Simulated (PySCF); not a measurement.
B3LYP has the VWN-RPA correlation part, as in Gaussian. Excitations are Tamm–Dancoff values on a coarser integration grid. The basis has no diffuse functions, so Rydberg states are missing or too high.

Z-matrix (Å, degrees):
```
B
N 1 1.3957
H 2 1.0057 1 123.24
H 2 1.0075 3 113.47 1 -179.98
H 1 1.1958 2 118.18 3 0.01
C 1 1.5510 5 120.57 2 180.00
C 6 1.3352 1 122.70 5 0.02
H 7 1.0848 6 122.84 1 -179.99
H 7 1.0849 8 116.19 6 180.00
H 6 1.0905 7 117.26 8 -0.01
```
Charge 0, multiplicity 1.

Task: Predict the S1 excitation (TDA), HOMO–LUMO gap and total energy from PySCF with B3LYP-D3(BJ)/def2-TZVP.

Result: 
```yaml
S1 excitation (TDA): 6.22 eV
HOMO–LUMO gap: 6.39 eV
total_energy: -159.5324 Ha
```
